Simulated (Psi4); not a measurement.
Pair of molecules, SMILES O with SMILES [SiH3]Cl (the first has 3 atoms); geometry from B3LYP-D3(BJ)/def2-TZVP, rigid monomers moved along the line of their centres of mass till O1···Si4 is 3.69 Å.
(charge 0, multiplicity 1):
```csv
atom,x (Å),y (Å),z (Å)
O,0.0965,-0.3812,0.0761
H,0.7854,-0.9540,-0.2767
H,0.5661,0.3263,0.5339
Si,-0.4323,-0.9031,3.6887
Cl,0.9510,0.6527,3.6085
H,-0.6950,-1.1465,5.1221
H,0.1696,-2.0991,3.0756
H,-1.6626,-0.4801,3.0025
```

Level of theory: SAPT0/jun-cc-pV(D+d)Z (Psi4).

### Question
Which attractive term is largest, and how does the interaction split up?

### Answer
electrostatics -9.6, exchange 4.9, induction -1.3, dispersion -2.9, total -8.9 kJ/mol; the largest attraction is electrostatics.
